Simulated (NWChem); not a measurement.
System: C4H7F; SMILES C=C[C@H](C)F

```xyz
12

C      0.0463     1.9349     0.2648
C     -0.5777     0.8946    -0.2843
C      0.0133    -0.4767    -0.4028
C     -0.7959    -1.5333     0.3232
F      1.2990    -0.4843     0.0953
H      1.0589     1.8310     0.6626
H     -0.4327     2.9148     0.3297
H     -1.5913     1.0020    -0.6887
H      0.0819    -0.7415    -1.4763
H     -0.3253    -2.5203     0.2069
H     -1.8189    -1.5856    -0.0780
H     -0.8538    -1.2920     1.3948
```
Atoms are numbered in this order, from 1.

Level: PBE0/def2-SVP (NWChem), optimised geometry, unscaled harmonic frequencies. 

Problem. List the harmonic frequencies with IR intensities, and the thermochemistry.

Solution. 
```tsv
frequency (cm⁻¹)	IR intensity (km/mol)
120	0.3
242	0.4
274	1.4
343	1.1
435	3.6
594	5.1
687	11.1
830	1.9
944	11.6
957	39.5
1017	19.8
1027	13.9
1071	9.5
1136	15.1
1197	51.5
1293	1.2
1340	4.8
1373	13.6
1392	22.3
1418	15.2
1455	4.3
1470	2.2
1748	3.1
3032	32.4
3066	9.8
3169	2.9
3171	9.3
3173	11.2
3185	5.8
3281	1.6
```

```json
{
 "zero_point_energy": "63.5 kcal/mol",
 "thermal correction to the enthalpy at 298.15 K (with zero-point energy)": "67.7 kcal/mol",
 "heat capacity Cv": "20.0 cal/(mol K)",
 "entropy at 298.15 K and 1 atm (symmetry number 1)": "74.5 cal/(mol K)",
 "dipole_moment": "1.68 D"
}
```

Rigid rotor and harmonic oscillator.
